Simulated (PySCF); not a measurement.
GeH₃O₄, SMILES [O][Ge]([OH])([OH])[OH], multiplicity 2.

The structure is a stationary point at B3LYP-D3(BJ)/def2-SVP. The isomer is the one that the SMILES or the coordinates give; other isomers of the formula were not compared. The values are those of a single conformer.

Method: TDA-PBE/def2-SVPD (PySCF 2.14.0).

Vertical excitations. 

Task: List the lowest excited states. (Estimate from the structure and the level; the computed values follow.)

Result: 
```tsv
state	energy (eV)	λ (nm)	f	main pairs
root 1	0.53	2361	0.000	β HOMO→LUMO 99 %
root 2	1.50	826	0.001	β HOMO−2→LUMO 90 %
root 3	1.63	763	0.006	β HOMO−1→LUMO 90 %
root 4	2.00	620	0.013	β HOMO−3→LUMO 89 %
root 5	2.54	488	0.004	β HOMO−4→LUMO 96 %
root 6	2.94	422	0.012	β HOMO−5→LUMO 87 %
root 7	3.18	389	0.007	β HOMO−6→LUMO 92 %
root 8	3.96	313	0.019	β HOMO−7→LUMO 95 %
root 9	5.51	225	0.005	α HOMO→LUMO 8 %, β HOMO→LUMO+1 92 %
root 10	5.94	209	0.011	α HOMO→LUMO 87 %, β HOMO→LUMO+1 7 %
```
Unrestricted roots are not spin-pure.
